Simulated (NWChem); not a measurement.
Species: Si2H4F2; SMILES F[SiH2][SiH2]F

```xyz
8

Si    -1.1374     0.3034     0.3642
F     -1.9070    -0.4164    -0.8991
Si     1.1374    -0.3034     0.3642
F      1.9070     0.4164    -0.8991
H     -1.3101     1.7921     0.2446
H     -1.7747    -0.1710     1.6439
H      1.3101    -1.7921     0.2446
H      1.7747     0.1710     1.6439
```
Atoms are numbered in this order, from 1.

Level: PBE-D3(BJ)/def2-SVP (NWChem), optimised geometry, unscaled harmonic frequencies. 

Problem. List the harmonic frequencies with IR intensities, and the thermochemistry.

Solution. 
| frequency (cm⁻¹) | IR intensity (km/mol) |
|---|---|
| 62 | 1.9 |
| 114 | 1.3 |
| 177 | 12.4 |
| 393 | 7.4 |
| 426 | 35.4 |
| 527 | 13.1 |
| 708 | 24.5 |
| 720 | 5.5 |
| 819 | 133.6 |
| 823 | 9.4 |
| 838 | 328.0 |
| 907 | 76.5 |
| 908 | 20.2 |
| 914 | 122.6 |
| 2147 | 75.0 |
| 2158 | 100.8 |
| 2169 | 19.5 |
| 2174 | 176.5 |

| Item | Result |
|---|---|
| zero-point energy | 24.3 kcal/mol |
| thermal correction to the enthalpy at 298.15 K (with zero-point energy) | 28.8 kcal/mol |
| heat capacity Cv | 20.7 cal/(mol K) |
| entropy at 298.15 K and 1 atm (symmetry number 2) | 78.9 cal/(mol K) |
| dipole moment | 1.80 D |

Rigid rotor and harmonic oscillator; modes under 100 cm⁻¹ make the entropy uncertain.
